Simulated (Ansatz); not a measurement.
Ligand exchange: Cd(CH3)Cl + GeH3(NH2) → Cd(CH3)(NH2) + GeH3Cl

Species: Cd(CH3)Cl, singlet; GeH3(NH2), singlet; Cd(CH3)(NH2), singlet; GeH3Cl (chlorogermane) `[Cl][GeH3]`, singlet. The partners trade Cl for NH2: Cd–Cl and Ge–NH2 bonds give way to Cd–NH2 and Ge–Cl.

Shapes, held fixed at every level: PBE0-D4/def2-TZVP. Programs: Ansatz 0.2.0. Electronic energies: no zero-point or thermal term.

| level | kind | ΔE (kJ/mol) | less CCSD(T)/def2-TZVPP |
| --- | --- | --- | --- |
| HF/def2-SVP | Hartree–Fock | +102.1 | +34.5 |
| SPW92/def2-TZVPP | LDA | +60.6 | -7.0 |
| PBE-D4/def2-TZVPP | GGA | +61.6 | -6.0 |
| PBE0-D4/def2-TZVPP | global hybrid | +70.3 | +2.7 |
| B2PLYP/def2-TZVPP | double hybrid | +68.3 | +0.7 |
| MP2/def2-TZVPP | perturbation theory | +63.8 | -3.8 |
| CCSD/def2-SVP | coupled cluster or CI | +79.2 | +11.6 |
| CCSD(T)/def2-TZVPP | coupled cluster or CI | +67.6 | 0.0 |

The highest level, CCSD(T)/def2-TZVPP, gives ΔE = +67.6 kJ/mol; the levels span +60.6 to +102.1. The column of differences is taken from that level and isn't an error. No measured value is set beside it here. For atoms past krypton def2 sets carry core potentials with scalar relativity. Relativity is left out for Ge unless named. Correlated rows may include outer-core shells of Cd, Ge, which these sets cover unevenly.
